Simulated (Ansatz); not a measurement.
`[SiH3][SiH2][TeH]` and `[SiH3][SiH3]` differ in one atom or group.

Ansatz, PBE0-D4/def2-TZVP geometries, multiplicity 1. 

Elements past krypton have def2 core potentials.

```json
{"property": "HOMO–LUMO gap (PBE/def2-TZVPP) / eV", "`[SiH3][SiH2][TeH]`": "3.92"}
{"property": "size of the dipole moment (B3LYP/def2-TZVPP) / D", "`[SiH3][SiH2][TeH]`": "0.58"}
{"property": "LUMO energy (B3LYP/def2-TZVPP) / eV", "`[SiH3][SiH2][TeH]`": "-1.02"}
{"property": "size of the dipole moment (PBE/def2-TZVPP) / D", "`[SiH3][SiH2][TeH]`": "0.50"}
{"property": "HOMO–LUMO gap (B3LYP/def2-TZVPP) / eV", "`[SiH3][SiH2][TeH]`": "5.30"}
{"property": "HOMO energy (PBE0/def2-TZVPP) / eV", "`[SiH3][SiH2][TeH]`": "-6.54"}
```

(1) What does the change do to each property? (An estimate is asked.)

Answers

(1) The calculation gave: 
| property | `[SiH3][SiH3]` | shift |
| --- | --- | --- |
| HOMO–LUMO gap (PBE/def2-TZVPP) / eV | 6.70 | 2.78 |
| size of the dipole moment (B3LYP/def2-TZVPP) / D | 0.00 | -0.58 |
| LUMO energy (B3LYP/def2-TZVPP) / eV | 0.12 | 1.14 |
| size of the dipole moment (PBE/def2-TZVPP) / D | 0.00 | -0.50 |
| HOMO–LUMO gap (B3LYP/def2-TZVPP) / eV | 8.31 | 3.01 |
| HOMO energy (PBE0/def2-TZVPP) / eV | -8.39 | -1.85 |

With PBE0 the HOMO falls by 1.85 eV and the LUMO rises by 1.10 eV, so the gap widens by about 2.95 eV. PBE moves the HOMO by -1.75 eV and ωB97M-V by -1.81 eV. The zero-point energy changes by 0.7 kJ/mol with -3 modes.

B3LYP here is the variant with VWN-RPA as its local correlation; programs differ in this.

Spin–orbit coupling is left out; it splits and shifts lone-pair levels of the heavy atoms by tenths of an eV.
